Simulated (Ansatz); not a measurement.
Ansatz (a first-principles code) input (B3LYP/6-31G*):

Ansatz 0.2 input:
```yaml
crystal:
  periodic: [false, false, false]
  atoms:
    - {symbol: B, position_ang: [0.00000000, 0.00000000, 0.58955182]}
    - {symbol: N, position_ang: [-0.00000000, -0.00000000, -0.67567944]}
    - {symbol: H, position_ang: [0.00000000, 0.00000000, 1.78199703]}
basis:
  gaussian:
    orbitals: 6-31G*
hamiltonian:
  xc: {name: B3LYP}
total_charge: -1
phonons: {temperatures: {t_min: 298.15, t_max: 298.15, t_step: 100}}
```

Problem. Which harmonic wavenumbers does it give?

Solution. 700, 700, 1772, 2735 cm⁻¹ (unscaled; negative means imaginary).
